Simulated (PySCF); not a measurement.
# In: interval between two levels

In [Kr] 4d10 5s2 5p1 [2P3/2, M_J = 3/2] → In [Kr] 4d10 5s1 5p1 6s1 [4P5/2, M_J = 5/2], as a difference of total energies. Calculation: PySCF 2.14, in x2c-TZVPall-2c with one added diffuse shell each of s, p, d, f type (9s10p6d3f, 90 functions); the two-component X2C-1e Hamiltonian. Correlated levels: [Ar] 3d10 frozen; the 6 highest virtual spinors dropped. "Screened" scales the spin-orbit matrix elements by Boettger's factors to mimic the two-electron term; Breit and QED terms are absent.

| method | interval between two levels (cm⁻¹) |
| --- | --- |
| GHF (spin-free) | 54524 |
| GMP2 (spin-free) | 66588 |
| GHF (screened spin-orbit) | 54876 |
| GMP2 (screened spin-orbit) | 66952 |

The labels give the starting determinants; with spin-orbit coupling the two ends relaxed to ⟨J²⟩ = 3.76, ⟨L²⟩ = 2.03, ⟨S²⟩ = 0.77 and ⟨J²⟩ = 8.76, ⟨L²⟩ = 2.03, ⟨S²⟩ = 3.77.

The promoted electron is Rydberg-like, and one or two diffuse shells describe it only roughly, which tends to raise the upper state.
